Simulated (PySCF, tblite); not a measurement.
Bond stretch in SeH, doublet.

- UKS-B3LYP/3-21G = unrestricted B3LYP/3-21G run with PySCF
- UKS-B3LYP/6-31G* = unrestricted B3LYP/6-31G*, spherical d run with PySCF
- GFN2-xTB, 300 K electronic temperature (tblite)
- UCCSD(T) = PySCF with CCSD(T) on UHF/cc-pVDZ, 9 core orbitals frozen

Energies relative to the lowest point of each curve near equilibrium, in kJ/mol; the last columns give the difference from UCCSD(T):

| R / Å | UKS-B3LYP/3-21G | UKS-B3LYP/6-31G* | GFN2-xTB | UCCSD(T) | UKS-B3LYP/3-21G − UCCSD(T) | UKS-B3LYP/6-31G* − UCCSD(T) | GFN2-xTB − UCCSD(T) |
|---|---|---|---|---|---|---|---|
| 1.17 | 166.0 | 175.4 | 117.0 | 168.2 | -2.1 | 7.2 | -51.2 |
| 1.24 | 89.6 | 93.1 | 52.8 | 87.9 | 1.7 | 5.3 | -35.0 |
| 1.33 | 32.2 | 31.7 | 12.8 | 28.6 | 3.6 | 3.1 | -15.8 |
| 1.38 | 14.6 | 13.3 | 3.3 | 11.3 | 3.3 | 2.0 | -8.0 |
| 1.42 | 5.9 | 4.6 | 0.1 | 3.6 | 2.3 | 1.1 | -3.5 |
| 1.47 | 0.5 | 0.0 | 0.0 | 0.0 | 0.5 | 0.0 | 0.0 |
| 1.52 | 0.0 | 0.9 | 3.2 | 1.9 | -1.9 | -1.0 | 1.3 |
| 1.55 | 1.6 | 3.5 | 6.3 | 5.1 | -3.5 | -1.6 | 1.2 |
| 1.64 | 12.8 | 18.7 | 19.4 | 21.7 | -8.9 | -3.1 | -2.3 |
| 1.70 | 24.4 | 33.1 | 30.5 | 37.0 | -12.5 | -3.8 | -6.5 |
| 1.81 | 51.4 | 65.1 | 53.6 | 69.6 | -18.3 | -4.5 | -16.0 |

UKS-B3LYP/3-21G is furthest from UCCSD(T) at 1.81 (-18.3 kJ/mol, below); its mean absolute difference over the points is 5.3 kJ/mol.

UKS-B3LYP/6-31G* is furthest from UCCSD(T) at 1.17 (7.2 kJ/mol, above); its mean absolute difference over the points is 3.0 kJ/mol.

GFN2-xTB is furthest from UCCSD(T) at 1.17 (-51.2 kJ/mol, below); its mean absolute difference over the points is 12.8 kJ/mol.

The scan ran from 1.17 to 5.92 Å; beyond the distances shown one of the unrestricted levels run for this scan, shown here or not, changes its spin distribution in one step.
